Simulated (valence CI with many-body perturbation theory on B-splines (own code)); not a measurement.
## E1 transitions of I³⁸⁺

Method: valence CI with perturbative core correlation (CI+MBPT): five valence electrons over a frozen Dirac-Fock core [Ne], a basis of 9 s, 9 p, 8 d, 6 f, 3 g, 1 h functions for each j, with the one-electron correlation potential Σ1, the two-electron term Σ2, the three-electron term Σ3, Breit, model QED; selected CI, second order for the rest (own B-spline code, finite nucleus).

No measured spectrum was set against this ion. As an estimate, large intervals hold to a few tenths of a per cent, small ones and those within an open d or f shell to about a per cent. Among the levels kept, up to 530 cm⁻¹ of a level comes from second order outside the variational space, and about a tenth of that is noise between levels of different J, which matters for small intervals.

Lines 151 to 200 of 215 in falling wavelength, among levels below 2841800 cm⁻¹, chosen from the strongest by gf and those to the six lowest levels. Wavelengths and rates use the calculated energies. Electric multipoles are in the length gauge, E1 and E2 with the static RPA response of the core. Weak lines are less certain than strong ones. Lines between different terms over intervals too small for the method are left out, as are lines whose strength nearly cancels. The highest levels of a list are the least certain.

Levels are named by their leading jj configuration (3d3/2^4 stands for four electrons in 3d with j = 3/2), which in mixed levels can hold well under half, so a name can repeat and another be missing. Letters in brackets count levels of one name in rising energy.

```tsv
λ vac (Å)	Upper	Lower	A (s⁻¹)	log gf	Branch %
66.82	(3s 3p1/2 3p3/2^3) J=3/2 [a]	(3s^2 3p1/2 3p3/2^2) J=3/2	1.06e+11	-0.55	85.4
66.21	(3s 3p1/2^2 3p3/2 3d5/2) J=7/2	(3s 3p1/2^2 3p3/2^2) J=5/2	4.19e+10	-0.66	55.2
65.97	(3s 3p1/2^2 3p3/2^2) J=1/2	(3s^2 3p1/2^2 3p3/2) J=3/2	6.21e+10	-1.09	85.9
65.79	(3s^2 3p1/2 3p3/2 3d5/2) J=3/2 [b]	(3s^2 3p1/2 3p3/2^2) J=5/2	5.56e+10	-0.84	31.4
65.64	(3s^2 3p3/2^2 3d5/2) J=3/2	(3s^2 3p3/2^3) J=3/2	2.40e+11	-0.21	88.4
65.53	(3s 3p1/2^2 3p3/2^2) J=3/2	(3s^2 3p1/2^2 3p3/2) J=3/2	1.00e+11	-0.59	86.6
65.40	(3s^2 3p1/2 3p3/2 3d5/2) J=5/2 [b]	(3s^2 3p1/2 3p3/2^2) J=3/2	1.41e+11	-0.26	58.1
65.28	(3s^2 3p1/2 3p3/2 3d5/2) J=1/2	(3s^2 3p1/2 3p3/2^2) J=3/2	9.41e+10	-0.92	47.7
65.01	(3s^2 3p1/2 3p3/2 3d5/2) J=5/2 [c]	(3s^2 3p1/2 3p3/2^2) J=5/2	1.89e+11	-0.14	69.8
64.91	(3s 3p1/2^2 3p3/2 3d5/2) J=5/2	(3s^2 3p1/2^2 3d3/2) J=3/2	4.03e+06	-4.82	0.0
64.71	(3s 3p1/2 3p3/2^3) J=3/2 [b]	(3s^2 3p1/2 3p3/2^2) J=1/2	5.01e+10	-0.90	13.0
64.36	(3s^2 3p3/2^2 3d5/2) J=5/2 [b]	(3s^2 3p3/2^3) J=3/2	3.30e+11	0.09	97.6
64.28	(3s 3p1/2^2 3p3/2 3d3/2) J=5/2 [b]	(3s^2 3p1/2^2 3d3/2) J=3/2	1.19e+11	-0.35	84.9
63.68	(3s 3p1/2 3p3/2^3) J=1/2	(3s^2 3p1/2 3p3/2^2) J=1/2	3.23e+11	-0.41	86.9
63.63	(3s 3p1/2^2 3p3/2 3d5/2) J=3/2	(3s^2 3p1/2^2 3d3/2) J=3/2	7.97e+09	-1.71	14.8
63.42	(3s 3p1/2^2 3p3/2 3d3/2) J=1/2 [b]	(3s^2 3p1/2^2 3d3/2) J=3/2	1.38e+11	-0.78	87.1
63.12	(3s^2 3p1/2 3p3/2 3d5/2) J=3/2 [b]	(3s^2 3p1/2 3p3/2^2) J=3/2	4.73e+10	-0.95	26.8
62.40	(3s^2 3p1/2 3p3/2 3d5/2) J=5/2 [c]	(3s^2 3p1/2 3p3/2^2) J=3/2	7.74e+10	-0.57	28.5
61.56	(3s 3p1/2 3p3/2^3) J=3/2 [b]	(3s^2 3p1/2 3p3/2^2) J=5/2	2.58e+11	-0.23	67.2
59.22	(3s 3p1/2 3p3/2^3) J=3/2 [b]	(3s^2 3p1/2 3p3/2^2) J=3/2	6.70e+10	-0.85	17.4
58.39	(3s^2 3p1/2 3p3/2 3d3/2) J=5/2 [a]	(3s^2 3p1/2^2 3p3/2) J=3/2	1.07e+09	-2.48	57.7
58.35	(3s 3p1/2 3p3/2^3) J=1/2	(3s^2 3p1/2 3p3/2^2) J=3/2	4.12e+10	-1.38	11.1
58.22	(3s^2 3p1/2 3p3/2 3d3/2) J=3/2 [a]	(3s^2 3p1/2^2 3p3/2) J=3/2	1.87e+10	-1.42	92.6
58.02	(3s^2 3p1/2 3p3/2 3d3/2) J=1/2 [a]	(3s^2 3p1/2^2 3p3/2) J=3/2	3.41e+09	-2.46	92.4
55.66	(3s^2 3p3/2^2 3d5/2) J=1/2	(3s^2 3p1/2 3p3/2^2) J=1/2	3.00e+08	-3.55	0.3
55.09	(3s^2 3p3/2^2 3d3/2) J=3/2 [a]	(3s^2 3p1/2 3p3/2^2) J=1/2	4.27e+10	-1.11	7.1
54.99	(3s^2 3p1/2 3p3/2 3d5/2) J=3/2 [a]	(3s^2 3p1/2^2 3p3/2) J=3/2	7.89e+08	-2.84	55.5
54.98	(3s^2 3p3/2^2 3d3/2) J=1/2	(3s^2 3p1/2 3p3/2^2) J=1/2	3.83e+10	-1.46	7.9
53.71	(3s^2 3p3/2^2 3d5/2) J=7/2	(3s^2 3p1/2 3p3/2^2) J=5/2	3.44e+10	-0.92	100.0
53.45	(3s^2 3p1/2 3p3/2 3d5/2) J=5/2 [a]	(3s^2 3p1/2^2 3p3/2) J=3/2	5.03e+09	-1.89	65.6
52.97	(3s^2 3p3/2^2 3d3/2) J=5/2	(3s^2 3p1/2 3p3/2^2) J=5/2	3.21e+11	-0.09	65.6
52.79	(3s^2 3p3/2^2 3d3/2) J=3/2 [a]	(3s^2 3p1/2 3p3/2^2) J=5/2	1.90e+11	-0.50	31.6
52.20	(3s^2 3p3/2^2 3d3/2) J=7/2	(3s^2 3p1/2 3p3/2^2) J=5/2	3.73e+11	0.09	100.0
51.97	(3s^2 3p3/2^2 3d3/2) J=3/2 [b]	(3s^2 3p1/2 3p3/2^2) J=1/2	4.15e+11	-0.17	93.8
51.95	(3s^2 3p1/2 3p3/2 3d3/2) J=5/2 [b]	(3s^2 3p1/2^2 3p3/2) J=3/2	4.11e+11	0.00	95.3
51.55	(3s^2 3p3/2^2 3d5/2) J=1/2	(3s^2 3p1/2 3p3/2^2) J=3/2	1.16e+11	-1.03	99.3
51.23	(3s^2 3p3/2^2 3d3/2) J=5/2	(3s^2 3p1/2 3p3/2^2) J=3/2	1.64e+11	-0.41	33.6
51.09	(3s^2 3p1/2 3p3/2 3d3/2) J=1/2 [b]	(3s^2 3p1/2^2 3p3/2) J=3/2	4.72e+11	-0.43	99.1
51.06	(3s^2 3p3/2^2 3d3/2) J=3/2 [a]	(3s^2 3p1/2 3p3/2^2) J=3/2	3.70e+11	-0.24	61.4
50.97	(3s^2 3p1/2 3p3/2 3d3/2) J=3/2 [b]	(3s^2 3p1/2^2 3p3/2) J=3/2	7.03e+11	0.04	99.5
50.96	(3s^2 3p3/2^2 3d3/2) J=1/2	(3s^2 3p1/2 3p3/2^2) J=3/2	4.44e+11	-0.46	91.5
49.92	(3s^2 3p3/2^2 3d3/2) J=3/2 [b]	(3s^2 3p1/2 3p3/2^2) J=5/2	1.12e+10	-1.78	2.5
49.56	(3s 3p1/2 3p3/2^3) J=3/2 [a]	(3s^2 3p1/2^2 3p3/2) J=3/2	1.17e+10	-1.76	9.5
48.91	(3s^2 3p3/2^2 3d5/2) J=5/2 [a]	(3s^2 3p1/2 3p3/2^2) J=5/2	9.27e+08	-2.70	51.9
48.77	(3s^2 3p1/2 3p3/2 3d5/2) J=5/2 [b]	(3s^2 3p1/2^2 3p3/2) J=3/2	9.61e+10	-0.69	39.5
48.70	(3s^2 3p1/2 3p3/2 3d5/2) J=1/2	(3s^2 3p1/2^2 3p3/2) J=3/2	8.86e+10	-1.20	44.9
48.70	(3s^2 3p3/2^2 3d5/2) J=3/2	(3s^2 3p1/2 3p3/2^2) J=1/2	2.20e+10	-1.50	8.1
48.37	(3s^2 3p3/2^2 3d3/2) J=3/2 [b]	(3s^2 3p1/2 3p3/2^2) J=3/2	4.38e+09	-2.21	1.0
47.49	(3s^2 3p1/2 3p3/2 3d5/2) J=3/2 [b]	(3s^2 3p1/2^2 3p3/2) J=3/2	2.18e+10	-1.53	12.3
47.42	(3s^2 3p3/2^2 3d5/2) J=5/2 [a]	(3s^2 3p1/2 3p3/2^2) J=3/2	2.11e+06	-5.37	0.1
```
